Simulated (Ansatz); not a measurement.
Computed with Ansatz on PBE0-D4/def2-TZVP structures; ΔE is electronic, products minus reactants. CBS: MP2 limit from def2 TZ/QZ plus the TZ coupled-cluster correction, frozen cores. This one scheme is used for every species, atoms too. DFT in def2-TZVPP. B3LYP here is the variant with VWN-RPA as its local correlation; programs differ in this. HSE06 is defined as in plane-wave codes. No spin–orbit coupling; open shells (•) take unrestricted orbitals. Spin–orbit coupling would lower the free atoms: a little for Cl. For Ge, Se outer-core shells are correlated without core-valence functions, so the limit isn't a true one: a few kJ/mol of doubt a bond, and 10 to 20 or more in all where bonds break to atoms. Scalar relativity is left out up to krypton.

`[GeH3][SeH]` + Cl• → `[GeH3][Se]`• + HCl  (hydrogen abstraction from the Se–H bond)

```tsv
level	ΔE (kcal/mol)	difference from CCSD(T)/CBS
LDA (SPW92)	-26.2	-4.6
revPBE-D4	-23.2	-1.6
BLYP-D4	-22.4	-0.8
r2SCAN-D4	-23.4	-1.8
B97M-V	-24.6	-3.0
PBE0-D4	-23.0	-1.4
B3LYP-D4	-22.1	-0.5
r2SCANh-D4	-23.1	-1.5
r2SCAN0-D4	-22.7	-1.1
HSE06-D4	-23.1	-1.5
BHLYP-D4	-21.0	0.6
CAM-B3LYP-D4	-22.2	-0.6
ωB97X-V	-22.6	-1.0
ωB97M-V	-24.2	-2.6
B2PLYP	-22.0	-0.4
PBE-QIDH	-22.4	-0.8
PBE	-24.2	-2.6
revPBE	-23.9	-2.3
r2SCAN	-23.5	-1.9
PBE0	-23.3	-1.7
B3LYP	-22.5	-0.9
r2SCANh	-23.2	-1.6
r2SCAN0	-22.8	-1.2
HSE06	-23.3	-1.7
BHLYP	-21.3	0.3
LC-ωPBE	-23.0	-1.4
HF/def2-SVP	-16.6	5.0
MP2/def2-SVP	-19.2	2.4
CCSD/def2-SVP	-18.6	3.0
CCSD(T)/def2-SVP	-18.6	3.0
HF/def2-TZVPP	-18.4	3.2
MP2/def2-TZVPP	-22.2	-0.6
SCS-MP2/def2-TZVPP	-21.2	0.4
CCSD/def2-TZVPP	-20.7	0.9
CCSD(T)/def2-TZVPP	-21.0	0.6
HF/def2-QZVPP	-18.7	2.9
MP2/def2-QZVPP	-22.6	-1.0
HF/CBS(def2)	-18.7	2.9
MP2/CBS(def2)	-22.8	-1.2
CCSD/CBS(def2)	-21.3	0.3
CCSD(T)/CBS	-21.6	0
```

Largest T1 diagnostic among the species: 0.011.

At CCSD(T), def2-SVP lies +3.0 kcal/mol from the extrapolated value and def2-TZVPP +0.6 kcal/mol. From PBE to PBE0 (25 % exact exchange), in def2-TZVPP and without D4, ΔE moves by +1.0 kcal/mol.

CCSD(T)/CBS has its own doubt, a few kJ/mol and more with outer-core shells, so smaller differences from it don't rank the levels.
